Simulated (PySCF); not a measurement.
Computed spin Hamiltonian

Compound: C8H9 (doublet state).
Cartesian coordinates in Å at the GFN2-xTB level; atoms count from 1:
```xyz
17
C8H9 angstrom
C     -3.1432    0.0385   -1.3395
C     -1.9494   -0.0025   -0.8670
C     -1.4586    0.7176    0.4102
C     -1.0817   -0.3097    1.4127
C      0.1321   -0.8692    1.4800
C      1.2040   -0.5104    0.6408
C      2.1210   -0.2119   -0.0809
C      3.2272    0.1477   -0.9379
H     -4.0858    0.4778   -1.1081
H     -1.1588   -0.5737   -1.3377
H     -2.2516    1.3647    0.7832
H     -0.5914    1.3153    0.1236
H     -1.8647   -0.6534    2.0738
H      0.3466   -1.6386    2.2112
H      2.8855    0.7961   -1.7450
H      3.9888    0.6729   -0.3605
H      3.6730   -0.7491   -1.3689
```

The hyperfine couplings belong to this conformer and change with its torsions.

The species is `[H]/[C]=C\C/C=C\C#CC` [radical].

Theory: PySCF, UKS B3LYP, pcH-1 on C H, non-relativistic, mean-field spin-orbit, GIAO. The structure is a single GFN2-xTB conformer in the gas phase; no vibrational or solvent corrections. A GFN2-xTB geometry isn't a minimum of the functional, and hyperfine couplings can be far from their values at a DFT geometry. Stability of the SCF solution: not tested.

```
g1, g2, g3                      : 2.00179, 2.00220, 2.00268
g_iso                           : 2.00222
Form of g                       : rhombic: the two nearest values differ by 46 % of g3 − g1
⟨S²⟩                            : 0.7589 (exact 0.7500)
α and β electrons               : 29, 28
HOMO–LUMO gap, α and β orbitals : 5.10, 4.25 eV
```

Hyperfine couplings atom by atom, in 10⁻⁴ cm⁻¹; T1 to T3 are the principal values of the dipolar part; ρ(0) is the spin density at the nucleus (1 × 10⁻⁴ cm⁻¹ = 2.998 MHz):

| atom | isotope | a_iso | T1 | T2 | T3 | Mulliken spin population | ρ(0) (bohr⁻³) |
| --- | --- | --- | --- | --- | --- | --- | --- |
| C1 | 13C | 101.8 | -26.8 | -19.8 | 46.7 | 1.02 | 0.2715 |
| C2 | 13C | -5.6 | -6.1 | 0.6 | 5.5 | -0.17 | -0.0149 |
| C3 | 13C | 27.9 | -3.1 | -2.8 | 5.9 | 0.09 | 0.0743 |
| C4 | 13C | -2.4 | -1.0 | 0.3 | 0.7 | -0.02 | -0.0063 |
| C5 | 13C | 1.2 | -0.8 | -0.6 | 1.4 | 0.03 | 0.0033 |
| C6 | 13C | -0.5 | -0.3 | 0.0 | 0.2 | -0.01 | -0.0014 |
| C7 | 13C | 0.5 | -0.5 | -0.3 | 0.8 | 0.02 | 0.0012 |
| C8 | 13C | -0.2 | 0.0 | 0.0 | 0.1 | 0.00 | -0.0005 |
| H9 | 1H | 12.3 | -10.7 | -2.2 | 12.9 | 0.00 | 0.0082 |
| H10 | 1H | 36.9 | -2.0 | -1.8 | 3.8 | 0.05 | 0.0247 |
| H11 | 1H | -2.3 | -2.2 | -0.4 | 2.6 | 0.00 | -0.0015 |
| H12 | 1H | -1.9 | -1.5 | -0.5 | 2.0 | 0.00 | -0.0013 |
| H13 | 1H | 0.4 | -0.5 | -0.4 | 0.9 | 0.00 | 0.0003 |
| H14 | 1H | -0.5 | -0.4 | -0.1 | 0.6 | 0.00 | -0.0003 |
| H15 | 1H | 0.1 | -0.1 | -0.1 | 0.2 | 0.00 | 0.0001 |
| H16 | 1H | 0.8 | -0.1 | -0.1 | 0.2 | 0.00 | 0.0005 |
| H17 | 1H | 0.4 | -0.1 | -0.1 | 0.2 | 0.00 | 0.0003 |

Largest spin populations (Mulliken): C1 (+1.02), C2 (-0.17) and C3 (+0.09). No atom but C1 exceeds +0.15.

Axes: g1 points within 8° of the C1–H9 bond and g2 points within 3° of the C2–C3 bond.

Under fast tumbling the dipolar parts average out, and these isotropic splittings remain: 1 × 1H (H10, I = 1/2, 2 lines) with 3.95 mT, 1 × 1H (H9, I = 1/2, 2 lines) with 1.32 mT, 2 × 1H (H11/H12, I = 1/2, 3 lines) with 0.22 mT, 1 × 1H (H14, I = 1/2, 2 lines) with 0.06 mT, 3 × 1H (H15/H16/H17, I = 1/2, 4 lines) with 0.05 mT and 1 × 1H (H13, I = 1/2, 2 lines) with 0.05 mT.

Means are taken over nuclei equivalent by connectivity, which assumes that they swap fast.

The 13C coupling of C1 (305.2 MHz) shows only in satellite lines or after enrichment, since that isotope makes up about 1.07 % of natural carbon.

On Arm Neoverse V1, one thread, shared host with 32 logical CPUs at a one-minute load of 29, this took 84 s wall (with the writing of density and orbital grids) and 0.97 GiB of memory at its peak.
